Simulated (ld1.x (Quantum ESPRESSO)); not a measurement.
## u(r) = r·R(r): atom against pseudo-atom (oxygen (O))

Columns: radius, all-electron u(r) and pseudo u(r) of the 2p shell (level -8.98 eV) of oxygen in the configuration [He] 2s2 2p4; PBEsol, non-relativistic, TM scheme, ld1.x (Quantum ESPRESSO) 7.5.

| r (bohr) | all-electron | pseudo |
| --- | --- | --- |
| 0.082 | 0.0740 | 0.0260 |
| 0.165 | 0.2223 | 0.1018 |
| 0.248 | 0.3801 | 0.2179 |
| 0.330 | 0.5188 | 0.3576 |
| 0.413 | 0.6330 | 0.5071 |
| 0.495 | 0.7190 | 0.6456 |
| 0.578 | 0.7806 | 0.7620 |
| 0.660 | 0.8193 | 0.8448 |
| 0.742 | 0.8395 | 0.8930 |
| 0.825 | 0.8451 | 0.9095 |
| 0.908 | 0.8390 | 0.9002 |
| 0.990 | 0.8242 | 0.8739 |
| 1.072 | 0.8031 | 0.8382 |
| 1.155 | 0.7772 | 0.7985 |
| 1.238 | 0.7480 | 0.7589 |
| 1.320 | 0.7173 | 0.7217 |
| 1.402 | 0.6855 | 0.6867 |
| 1.485 | 0.6528 | 0.6530 |
| 1.568 | 0.6202 | 0.6202 |
| 1.650 | 0.5883 | 0.5883 |
| 1.733 | 0.5568 | 0.5568 |
| 1.815 | 0.5266 | 0.5266 |
| 1.898 | 0.4970 | 0.4970 |
| 1.980 | 0.4689 | 0.4689 |
| 2.062 | 0.4420 | 0.4420 |
| 2.145 | 0.4159 | 0.4159 |

**Question.** How many radial nodes do the two functions have?

**Answer.** The all-electron 2p function has n − l − 1 = 0; the pseudo-wave has 0.

**Question.** At about which radius was the pseudo-wave matched?

**Answer.** 1.65 bohr. The columns agree to 0.0005 from 1.49 bohr on; several derivatives are matched, so the curves merge somewhat inside the radius.

**Question.** Where does each function peak?

**Answer.** Outermost all-electron maximum near 0.82 bohr, pseudo maximum near 0.82 bohr (to the table’s step).

**Question.** Is the pseudo-wave norm-conserving?

**Answer.** Yes: the TM scheme keeps the norm inside the radius equal to the all-electron one, which fixes the energy derivative of the logarithmic derivative at the level.
